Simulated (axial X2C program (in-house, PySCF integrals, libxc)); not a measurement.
**Spin–orbit effects down a group: molecules with H (ions), MP2**

Calculated with an in-house relativistic program for diatomic molecules, spin-free (one-electron X2C) or two-component (2c: spin–orbit coupling with atomic mean-field Coulomb and Gaunt terms, which also bring small scalar terms), in Dyall basis sets with cores contracted in-house; open shells are unrestricted.

Basis sets: Ba dyall-cv3z, Be dyall-cv3z, Ca dyall-cv3z, H dyall-v3z, Mg dyall-cv3z, Sr dyall-cv3z. Frozen shells (counts by l): BeH⁺ Be 1s, H none, 2 electrons correlated; MgH⁺ Mg 2s1p, H none, 2 electrons correlated; CaH⁺ Ca 2s1p, H none, 10 electrons correlated; SrH⁺ Sr 3s2p1d, H none, 10 electrons correlated; BaH⁺ Ba 4s3p2d, H none, 10 electrons correlated. Where the outer core of a metal is frozen, bonds come out longer and ionisation energies lower. Frozen cores can differ along the series, which adds to the trend.

```tsv
molecule	spin-free state	Re (Å)	ωe (cm⁻¹)	De (eV)	2c state	Re 2c (Å)	ωe 2c (cm⁻¹)	De 2c (eV)
BeH⁺	M_S = 0, Λ = 0	1.309	2269.7	2.90	Ω = 0	1.309	2269.6	2.90
MgH⁺	M_S = 0, Λ = 0	1.649	1776.0	1.82	Ω = 0	1.649	1775.8	1.82
CaH⁺	?	?	?	?	?	?	?	?
SrH⁺	M_S = 0, Λ = 0	2.023	1455.8	1.88	Ω = 0	2.022	1455.9	1.88
BaH⁺	M_S = 0, Λ = 0	2.128	1377.9	2.20	Ω = 0	2.127	1378.7	2.20
```

(1) Estimate the 2c Re and ωe of CaH⁺ as the mean of its neighbours in the table.

Fragments in 2c: Be+ + H, Mg+ + H, Ca+ + H, Sr+ + H, Ba+ + H. Each entry is the lowest single determinant of a limited PBE0 search at one distance. De goes to single-determinant-based atoms at the same level (for ions the charge split of lowest energy) and is withheld (n/a) where an atom does not fit its ground term or J level. Main or longest-lived isotopes.

## Answers

(1) Re ≈ 1.835 Å, ωe ≈ 1615.8 cm⁻¹. The MP2 runs give the row below, so the estimate misses by -0.052 Å and 66.6 cm⁻¹.

```csv
molecule,spin-free state,Re (Å),ωe (cm⁻¹),De (eV),2c state,Re 2c (Å),ωe 2c (cm⁻¹),De 2c (eV)
CaH⁺,"M_S = 0, Λ = 0",1.887,1549.2,1.93,Ω = 0,1.887,1549.2,1.93
```
